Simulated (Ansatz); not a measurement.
Stepwise reaction of `[O]=[Mo]([OH])([OH])([Cl])[Cl]` with hydrogen fluoride, as a gas-phase model of exchange steps in deposition or etching. ΔE in kJ/mol.

Gas-phase electronic energies from Ansatz, PBE0-D4/def2-TZVP geometries. CCSD(T)/CBS adds triple-zeta CCSD(T) − MP2 to the extrapolated MP2 energy (def2 sets, frozen cores). This one scheme is used for every species. DFT in def2-TZVPP. B3LYP here is the variant with VWN-RPA as its local correlation; programs differ in this. Elements past krypton have def2 core potentials. For Mo outer-core shells are correlated without core-valence functions, which leaves a few kJ/mol of doubt a bond. Each species was taken in one conformer, which may not be the lowest.

| step | reaction | PBE-D4 | B3LYP-D4 | ωB97M-V | CCSD(T)/CBS |
| --- | --- | --- | --- | --- | --- |
| 2 | `[O]=[Mo]([OH])([OH])([F])[Cl]` + H–F → `[O]=[Mo]([OH])([OH])([F])[F]` + HCl | -9.0 | -11.0 | -14.2 | 2.5 |

Problem. Give the row of step 1, `[O]=[Mo]([OH])([OH])([Cl])[Cl]` + H–F → `[O]=[Mo]([OH])([OH])([F])[Cl]` + HCl. (An estimate is asked.)

Solution. Computed: 
```csv
step,reaction,PBE-D4,B3LYP-D4,ωB97M-V,CCSD(T)/CBS
1,`[O]=[Mo]([OH])([OH])([Cl])[Cl]` + H–F → `[O]=[Mo]([OH])([OH])([F])[Cl]` + HCl,-0.1,-2.8,-5.7,11.8
```

Problem. By hand: ΔE of the 2 steps together at CCSD(T)/CBS.

Solution. (11.8) + (2.5) = 14.3 kJ/mol, or 7.2 kJ/mol a step.

In ΔE each step is lower than the one before. PBE-D4 differs from CCSD(T)/CBS by -11.9 to -11.5 kJ/mol a step. Only this route is followed, and other bonds may react first. Isolated molecules leave out the surface, adducts and barriers. Largest T1 diagnostic: 0.024.
